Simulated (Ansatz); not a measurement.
A run on `OB1OCS1` with other settings.

```yaml
crystal:
  periodic: [false, false, false]
  atoms:
    - {symbol: O, position_ang: [-0.339818, 1.648013, 1.276544]}
    - {symbol: B, position_ang: [-0.118050, 0.635764, 0.420690]}
    - {symbol: O, position_ang: [0.025192, -0.680464, 0.788622]}
    - {symbol: C, position_ang: [0.220671, -1.162892, -0.534317]}
    - {symbol: S, position_ang: [0.083964, 0.457622, -1.389251]}
    - {symbol: H, position_ang: [-0.416184, 2.508407, 0.860621]}
    - {symbol: H, position_ang: [-0.570874, -1.852857, -0.826603]}
    - {symbol: H, position_ang: [1.207398, -1.610692, -0.652106]}
basis:
  gaussian: {orbitals: ANO-RCC-VTZP}
hamiltonian: {xc: {name: wB97X-V}}
scf: {lower_state_search: off}
```

```sh
$ ansatz run in.yaml --threads 2 --pin off --events-out ev --progress --plain --max-ram 4352MiB
```

Shortened log:

```
Functional definition: wB97X-V
1422 factors; their error is unknown
337 factors; integrals over basis functions are off by at most 2.6e-5 eV
mean field evaluation 1: about -16722.1940 eV, gradient 5.5e1 eV
mean field evaluation 2: about -16721.5624 eV, gradient 6.0e1 eV
mean field evaluation 4: about -16727.1758 eV, gradient 1.9e0 eV
mean field evaluation 8: about -16727.1889 eV, gradient 4.6e-2 eV
mean field evaluation 16: about -16727.2270 eV, gradient 7.1e-5 eV
mean field -16727.22699324 eV, -614.7142538798 hartree, gradient 4.4e-6 eV, S^2 0.000000; 0 other end points of the search recorded, 0 dependent functions left out
reference -16727.22699008 eV, -614.7142537638 hartree; 23, 23 occupied and 173, 173 virtual orbitals, 1422 factors
Total energy: -16727.22699008 eV, -614.7142537638 hartree
Relativity: scalar
Checks for a lower state left out: stability, starts, cluster_reference, orbital_swaps, neighbouring_geometries, increment
```

Hardware: 2 threads of an Arm Neoverse V2 on a shared host. Wall time 9 s, peak host memory 0.51 GiB.
